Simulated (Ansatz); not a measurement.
Stretching the Al1–H2 bond in AlBrH2 (SMILES [AlH2][Br]) (multiplicity 1 held, fragments rigid). Energies count from the point at 1.569 Å.
Geometry at that point (charge 0, multiplicity 1):
```tsv
atom	x (Å)	y (Å)	z (Å)
Al	-0.8354	-1.2987	0.2064
H	-0.3244	-2.3295	1.2738
H	-2.1257	-1.4794	-0.6685
Br	0.3803	0.5912	-0.0940
```

U- levels take the lowest unrestricted solution at each point, which mixes spins at long bonds. Active spaces are followed from a long bond inwards. Curves can end on different states.

Correlated levels freeze the cores. Filled d and f shells under p-block atoms count as core.

Codes used: Ansatz (Gaussian basis) for Hartree–Fock, density functionals and correlated methods. 

Energies in kJ/mol.

```
R (Å)  U-CCSD(T)/def2-SVP  SC-NEVPT2 on CASSCF(2,2)/def2-SVP  FIC-NEVPT4(SD) on CASSCF(2,2)/def2-SVP  FIC-MRCISD+Q on CASSCF(2,2)/def2-SVP
-----  ------------------  ---------------------------------  --------------------------------------  ------------------------------------
1.256                 109                                112                                     109                                   108
1.412                  22                                 24                                      22                                    22
1.569                   0                                  0                                       0                                     0
1.726                  14                                 12                                      14                                    14
1.883                  46                                 42                                      46                                    47
2.119                 108                                100                                     107                                   108
2.354                 171                                160                                     169                                   170
2.746                 258                                241                                     252                                   254
3.139                 314                                293                                     305                                   307
3.610                 344                                323                                     335                                   337
4.237                 352                                336                                     348                                   350
5.022                 353                                339                                     351                                   353
```

Doubts at one or more of the structures used: a spin-contaminated determinant (U-CCSD(T)/def2-SVP); T1 above 0.05 (U-CCSD(T)/def2-SVP).

Ansatz is a quantum-chemistry and plane-wave program.
